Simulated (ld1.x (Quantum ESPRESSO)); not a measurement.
u(r) = r·R(r): atom against pseudo-atom (Ar (Z = 18))

Columns: radius, all-electron u(r) and pseudo u(r) of the 3p shell (level -10.23 eV) of argon in the configuration [Ne] 3s2 3p6; PBEsol, scalar-relativistic, TM scheme, ld1.x (Quantum ESPRESSO) 7.5.

```tsv
r (bohr)	all-electron	pseudo
0.070	0.1441	-0.0061
0.140	0.3153	-0.0242
0.210	0.3868	-0.0538
0.280	0.3613	-0.0942
0.350	0.2692	-0.1444
0.420	0.1398	-0.2031
0.490	-0.0046	-0.2685
0.560	-0.1491	-0.3388
0.630	-0.2845	-0.4117
0.700	-0.4056	-0.4847
0.770	-0.5103	-0.5552
0.840	-0.5979	-0.6206
0.910	-0.6688	-0.6785
0.980	-0.7238	-0.7270
1.050	-0.7644	-0.7650
1.120	-0.7923	-0.7922
1.190	-0.8092	-0.8091
1.260	-0.8167	-0.8167
1.330	-0.8165	-0.8165
1.400	-0.8097	-0.8097
1.470	-0.7977	-0.7977
1.540	-0.7815	-0.7815
1.610	-0.7621	-0.7621
1.680	-0.7402	-0.7402
1.750	-0.7165	-0.7165
1.820	-0.6915	-0.6915
```

(1) How many radial nodes do the two functions have?

(2) At about which radius was the pseudo-wave matched?

(3) Is the pseudo-wave norm-conserving?

## Answers

(1) The all-electron 3p function has n − l − 1 = 1; the pseudo-wave has 0, since the states of the same l below it are removed with the core.

(2) 1.40 bohr. The columns agree to 0.0005 from 1.12 bohr on; several derivatives are matched, so the curves merge somewhat inside the radius.

(3) Yes: the TM scheme keeps the norm inside the radius equal to the all-electron one, which fixes the energy derivative of the logarithmic derivative at the level.
